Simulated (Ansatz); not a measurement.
Na8P⁻, relaxed as a singlet with RKS PBE0-D4/def2-SVPD in Ansatz, starting from the GFN2-xTB geometry. Force threshold 0.02 eV/Å.

The restricted singlet is unstable towards broken spin symmetry in Hartree–Fock (as tested in another run); at PBE0-D4/def2-SVPD this wasn't settled. Another isomer (singlet) lies 0.20 eV lower at PBE0-D4/def2-TZVPD; other spin states weren't run for this one.

Start:

```xyz
9

P     0.332    0.813    0.892
Na    1.146   -3.088    2.634
Na    0.585    3.184    0.745
Na   -1.410   -2.529    1.218
Na   -0.927   -0.266   -3.112
Na    1.251    1.345   -1.401
Na    0.138   -0.336    2.946
Na   -0.468    3.727   -2.046
Na   -0.647   -2.850   -1.874
```

**Question.** Estimate the energy that the relaxation releases and the steps that it takes.

**Answer.** 2.63 eV, in 35 steps; 3.5 min on 4 threads of Arm Neoverse V1 on a shared host. The force fell under the threshold at step 22, but the optimiser went on and released 0.086 eV more. No frequencies were taken in this run, so the end may be a saddle point.

**Question.** Does the start keep its bonding?

**Answer.** Bonds lost: Na6–Na8 (atoms count from 1). Bonds formed: P1–Na4, P1–Na5 (atoms count from 1). Metal–metal contacts that move far: Na4–Na6 5.38 to 3.31 Å, Na3–Na5 5.39 to 3.36 Å, Na3–Na6 2.90 to 4.31 Å, Na4–Na5 4.91 to 3.62 Å, Na6–Na7 4.79 to 3.59 Å, Na2–Na4 2.98 to 4.12 Å.

**Question.** Predict the relaxed structure.

**Answer.** 
Cartesian coordinates in Å:
```
P -0.334 0.675 0.806
Na 1.719 -3.467 3.043
Na 0.058 3.219 0.149
Na -1.285 -1.862 0.721
Na -1.272 0.785 -1.746
Na 1.662 -0.759 -0.308
Na 0.691 -0.166 3.102
Na -0.615 4.556 -3.011
Na -0.624 -2.982 -2.755
```
Bond lengths (bridged metal pairs left out): 5 × Na–P 2.65 to 2.72 Å; 4 × Na–Na 3.46 to 3.95 Å.
